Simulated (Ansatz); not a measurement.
Compare A (`SC[SiH]1CN1`) with its isomer B (`C[SiH]1NCS1`).

Computed with Ansatz on PBE0-D4/def2-TZVP structures; ΔE is electronic, products minus reactants. CCSD(T)/CBS adds triple-zeta CCSD(T) − MP2 to the extrapolated MP2 energy (def2 sets, frozen cores). Functionals use def2-TZVPP. B3LYP here is the variant with VWN-RPA as its local correlation; programs differ in this. One conformer a species, not always the lowest.

A:

Z-matrix (Å, degrees):
```
C
Si 1 1.861
S 1 1.817 2 107.4
H 1 1.091 2 113.1 3 122.9
H 1 1.092 2 110.8 3 -115.3
N 2 1.718 1 114.4 3 -65.6
C 2 1.830 1 125.3 3 -122.7
H 2 1.480 1 112.8 3 77.2
H 3 1.345 1 96.1 2 52.4
H 6 1.009 2 125.9 1 136.2
H 7 1.090 2 118.1 1 -159.4
H 7 1.087 2 124.0 1 -6.9
```

B:

Z-matrix (Å, degrees):
```
C
Si 1 1.855
H 1 1.091 2 111.0
H 1 1.094 2 110.3 3 -120.6
H 1 1.095 2 110.3 3 120.7
N 2 1.722 1 117.4 3 -47.8
S 2 2.140 1 117.6 3 47.9
H 2 1.494 1 107.4 3 179.6
C 6 1.453 2 100.7 1 123.7
H 6 1.006 2 131.3 1 -92.7
H 9 1.094 6 113.5 2 -124.8
H 9 1.094 6 113.9 2 109.2
```

(1) Which isomer does CCSD(T)/CBS put lower? Give the gap. (An estimate is asked.)

(2) Give E(B) − E(A) in kJ/mol with B2PLYP, ωB97M-V, r2SCAN-D4, B3LYP-D4, CCSD/def2-TZVPP, MP2/def2-TZVPP, PBE0-D4. (Best estimate.)

Largest T1 diagnostic: 0.012.

## Answers

(1) Computed: B, by 187.9 kJ/mol.

(2) The calculation gave: B2PLYP -185.6, ωB97M-V -186.1, r2SCAN-D4 -182.6, B3LYP-D4 -183.6, CCSD/def2-TZVPP -188.3, MP2/def2-TZVPP -191.1, PBE0-D4 -187.8. None reverses the order clearly.

In def2-TZVPP, CCSD(T) changes the Hartree–Fock value by +18.2 kJ/mol (the triples alone add +2.6 kJ/mol) and MP2 by +12.8 kJ/mol. From PBE to PBE0 (25 % exact exchange), in def2-TZVPP and without D4, E(B) − E(A) moves by −11.7 kJ/mol.
